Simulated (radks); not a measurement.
Excited configurations of Pb III: one electron is placed in a higher orbital outside [Xe] 4f14 5d10 6s1. The ground configuration is [Hg]. All-electron calculation, Dirac Kohn-Sham, BLYP, spin-unpolarised, spherical densities, finite nucleus; open shells fill j = l - 1/2 first; Fermi nuclear charge, rms radius 5.5012 fm. Program: a radial shooting solver on a logarithmic mesh with Libxc functionals. Excitation = E - E(ground); binding = E(ion) - E, where the ion is the core of charge +3; n* = 3/sqrt(2 binding) in atomic units, and the quantum defect is n - n*.

\begin{tabular}{lrrrrr}
outer orbital & excitation (eV) & binding (eV) & n* & eigenvalue (eV) & <r> (bohr) \\ \hline
5f5/2 & 24.008 & 8.436 & 3.810 & -6.310 & 4.945 \\
6p1/2 & 8.564 & 23.880 & 2.264 & -19.568 & 2.570 \\
6d3/2 & 19.999 & 12.445 & 3.137 & -9.877 & 4.125 \\
6f5/2 & 26.650 & 5.794 & 4.597 & -4.666 & 8.665 \\
7s1/2 & 19.096 & 13.348 & 3.029 & -11.240 & 4.733 \\
7p1/2 & 21.524 & 10.920 & 3.349 & -9.207 & 5.488 \\
7d3/2 & 25.131 & 7.314 & 4.092 & -6.086 & 7.731 \\
7f5/2 & 28.341 & 4.103 & 5.463 & -3.418 & 13.35 \\
\end{tabular}

The Delta-SCF ionisation energy is 32.444 eV (NIST Atomic Spectra Database: 31.937 eV, measured). Self-interaction in the functional shifts the binding energies and quantum defects, so they are the method's values and not measured ones. Spin polarisation and multiplet splitting are left out, so open shells lie too high by an amount that depends on their filling.

Beside tabulated values, note that spin-unpolarised runs miss the spin-polarisation part of the exchange energy of open shells.
